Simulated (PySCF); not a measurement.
Polarisability and C₆ of B⁺ (boron, charge +1)

[He] 2s2, closed-shell 1S. Calculation: PySCF 2.14, in aug-cc-pVDZ-DK (4s3p2d, 23 functions); scalar relativity by spin-free X2C-1e. Coupled (time-dependent) response in atomic units; α is the mean over directions. A double-zeta set is small for polarisabilities.

```tsv
method	mean α (bohr³)	C₆ (like pair)	S(−4)
UHF	11.46	32.03	113.8
PBE	10.73	29.13	99.53
PBE0	10.86	29.61	101.9
TPSSh	10.93	30.54	98.39
B3LYP	10.96	29.81	105.5
```

S(−4) is the Cauchy moment in α(ω) = α(0) + S(−4) ω² + …

α(iu) at PBE:

```json
{"u (hartree)": "0", "α(iu) (bohr³)": "10.73"}
{"u (hartree)": "0.0500", "α(iu) (bohr³)": "10.49"}
{"u (hartree)": "0.100", "α(iu) (bohr³)": "9.827"}
{"u (hartree)": "0.200", "α(iu) (bohr³)": "7.862"}
{"u (hartree)": "0.300", "α(iu) (bohr³)": "5.934"}
{"u (hartree)": "0.500", "α(iu) (bohr³)": "3.390"}
{"u (hartree)": "0.750", "α(iu) (bohr³)": "1.890"}
{"u (hartree)": "1.00", "α(iu) (bohr³)": "1.183"}
{"u (hartree)": "1.50", "α(iu) (bohr³)": "0.5813"}
{"u (hartree)": "2.00", "α(iu) (bohr³)": "0.3434"}
{"u (hartree)": "3.00", "α(iu) (bohr³)": "0.1618"}
{"u (hartree)": "5.00", "α(iu) (bohr³)": "0.06303"}
```

For an ion, C₆ is the dispersion term alone; charge-induced terms of lower order in 1/R come first.
